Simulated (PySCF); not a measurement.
A structure optimised at PBE0-D3(BJ)/def2-SVP, used in a PySCF frequency run:

```xyz
5

C     -0.5943    -0.4766    -0.3598
F     -0.8733    -1.5529     0.3722
Cl    -1.7783     0.7887    -0.0492
Br     1.2080     0.1187     0.0307
H     -0.6233    -0.7255    -1.4283
```
Charge 0, spin multiplicity 1.

Q: Write its SMILES and formula.

A: F[C@@H](Cl)Br, CHBrClF

Q: What are its rotational constants (standard atomic weights)?

A: 6.4693, 1.9982, 1.5757 GHz
